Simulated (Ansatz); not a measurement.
Species: C6H13O, charge 0, multiplicity 2. It need not be the lowest isomer of its formula. 
Coordinates optimised at B3LYP-D3(BJ)/def2-TZVP (Ansatz, a first-principles code):
```xyz
20

C      3.5331    -0.0359     0.6736
C      2.3546    -0.7256    -0.0076
C      1.0874     0.1250    -0.0103
C     -0.1047    -0.5756    -0.6985
C     -1.3438     0.2445    -0.7220
C     -2.2207     0.3793     0.4666
O     -3.5877     0.6251     0.1309
H      3.7808     0.9036     0.1739
H      3.3035     0.1959     1.7164
H      4.4252    -0.6647     0.6613
H      2.6212    -0.9753    -1.0397
H      2.1472    -1.6776     0.4918
H      1.2830     1.0761    -0.5154
H      0.8123     0.3747     1.0193
H     -0.2933    -1.5191    -0.1725
H      0.1925    -0.8358    -1.7189
H     -1.5037     0.9488    -1.5320
H     -1.9322     1.2385     1.0870
H     -2.1271    -0.5119     1.1044
H     -3.8441    -0.0249    -0.5334
```
Charge 0, spin multiplicity 2.

Quantity: atomisation energy (electronic, to ground-state atoms), in eV. Cores are frozen in the correlated levels unless marked. Open shells are spin-unrestricted. No spin-orbit coupling. Non-relativistic. The coupled-cluster limit lacks core correlation, which all-electron functionals hold. CBS(X,Y): correlation extrapolated as X^-3; Hartree-Fock from the larger set. [CCSD(T)-MP2]/basis is that difference in the basis named.

| level | program | atomisation energy (eV) |
|---|---|---|
| HF/STO-3G | Ansatz | 74.84 |

Task: Estimate the value at RI-MP2/CBS(cc-pVTZ,cc-pVQZ)+[CCSD(T)-MP2]/cc-pVTZ as computed with Ansatz.

Result: 81.56 eV, so HF/STO-3G differs from it by -6.72 eV.
